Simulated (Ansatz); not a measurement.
**Cost against result**

Saddle point of Si4NH13, singlet (Si₄H₁₀ ([SiH3][SiH]([SiH3])[SiH3]) + NH₃ → Si₃NH₉ ([NH2][SiH]([SiH3])[SiH3]) + SiH₄; bonds formed: Si1–N7, Si2–H6; bonds broken: Si1–Si2, H6–N7), PBE0-D4/def2-TZVP structure:

```json
{"atom": "Si1", "x (Å)": "-0.1436", "y (Å)": "1.2485", "z (Å)": "-0.0572"}
{"atom": "Si2", "x (Å)": "0.4934", "y (Å)": "-1.9968", "z (Å)": "0.2385"}
{"atom": "Si3", "x (Å)": "-0.2672", "y (Å)": "0.4561", "z (Å)": "-2.2457"}
{"atom": "Si4", "x (Å)": "-1.6404", "y (Å)": "0.3625", "z (Å)": "1.4861"}
{"atom": "H5", "x (Å)": "-0.1139", "y (Å)": "2.7509", "z (Å)": "-0.0187"}
{"atom": "H6", "x (Å)": "1.5255", "y (Å)": "-0.1027", "z (Å)": "0.5676"}
{"atom": "N7", "x (Å)": "1.6004", "y (Å)": "0.9934", "z (Å)": "0.5828"}
{"atom": "H8", "x (Å)": "1.7227", "y (Å)": "-2.8049", "z (Å)": "-0.0958"}
{"atom": "H9", "x (Å)": "-0.4992", "y (Å)": "-2.4873", "z (Å)": "-0.7767"}
{"atom": "H10", "x (Å)": "0.0103", "y (Å)": "-2.6351", "z (Å)": "1.5131"}
{"atom": "H11", "x (Å)": "-0.5929", "y (Å)": "1.5942", "z (Å)": "-3.1562"}
{"atom": "H12", "x (Å)": "1.0475", "y (Å)": "-0.0936", "z (Å)": "-2.6711"}
{"atom": "H13", "x (Å)": "-1.3342", "y (Å)": "-0.5643", "z (Å)": "-2.3491"}
{"atom": "H14", "x (Å)": "-0.9280", "y (Å)": "0.1092", "z (Å)": "2.7671"}
{"atom": "H15", "x (Å)": "-2.7144", "y (Å)": "1.3637", "z (Å)": "1.7641"}
{"atom": "H16", "x (Å)": "-2.2610", "y (Å)": "-0.8748", "z (Å)": "0.9584"}
{"atom": "H17", "x (Å)": "2.3361", "y (Å)": "1.3345", "z (Å)": "-0.0308"}
{"atom": "H18", "x (Å)": "1.7590", "y (Å)": "1.3467", "z (Å)": "1.5233"}
```

Barriers are electronic and count from the start structure reached by relaxing down the imaginary mode.

Ansatz 0.2.0; basis: as named in each row; cores frozen in the correlated methods. B3LYP uses VWN-RPA correlation. Extrapolation: Hartree–Fock as exp(−7.88 √X), correlation as X^−2.97.

Times are rough, for one single point on 2 threads of a shared host (AMD EPYC 7R13), with one NVIDIA H100 (or a share of it) where marked.

The estimate by CCSD(T) at an estimated basis limit (MP2 extrapolated from triple and quadruple zeta, plus CCSD(T) − MP2 in triple zeta) is 1.796 eV.

| method | basis | time (s) | barrier (eV) | method less estimate |
| --- | --- | --- | --- | --- |
| HF | STO-3G | under 1 | 3.881 | 2.085 |
| PBE-D4 | STO-3G | 2 | 2.449 | 0.653 |
| SPW92 | def2-SVP | 3 | 1.121 | -0.675 |
| B3LYP-D4 | 6-31G | 4 | 1.592 | -0.204 |
| PBE-D4 | def2-SVP | 4 | 1.422 | -0.374 |
| PBE0-D4 | def2-SVP | 5 | 1.582 | -0.214 |
| MP2 | def2-QZVPP | 13 (H100) | 1.794 | -0.002 |
| SPW92 | def2-TZVPP | 13 (H100) | 1.179 | -0.617 |
| PBE-D4 | def2-TZVPP | 13 (H100) | 1.459 | -0.337 |
| CAM-B3LYP-D4 | def2-TZVPP | 13 (H100) | 1.777 | -0.018 |
| PBE-QIDH | def2-TZVPP | 13 (H100) | 1.761 | -0.035 |
| B3LYP-D4 | def2-TZVPP | 14 (H100) | 1.681 | -0.115 |
| BHLYP-D4 | def2-TZVPP | 14 (H100) | 1.845 | 0.049 |
| BLYP-D4 | def2-TZVPP | 15 (H100) | 1.563 | -0.233 |
| r2SCAN0-D4 | def2-TZVPP | 15 (H100) | 1.706 | -0.090 |
| wB97X-V | def2-TZVPP | 15 (H100) | 1.849 | 0.053 |
| wB97M-V | def2-TZVPP | 15 (H100) | 1.710 | -0.086 |
| wB97M-V | def2-SVP | 17 | 1.678 | -0.118 |
| PBE0-D4 | def2-TZVPP | 17 (H100) | 1.600 | -0.196 |
| B2PLYP | def2-TZVPP | 17 (H100) | 1.826 | 0.030 |
| CCSD(T) | def2-SVP | 18 (H100) | 1.948 | 0.152 |
| r2SCAN-D4 | def2-TZVPP | 19 (H100) | 1.630 | -0.165 |
| B97M-V | def2-TZVPP | 19 (H100) | 1.773 | -0.023 |
| RPA on PBE | def2-TZVPP | 19 (H100) | 1.831 | 0.035 |
| CCSD(T) | def2-TZVPP | 21 (H100) | 1.820 | 0.024 |

All methods are single points on the PBE0-D4 structures.

No T1 diagnostic of these runs exceeds 0.015.

Labels in which every atom is bracketed show which atoms are joined, not bond orders.
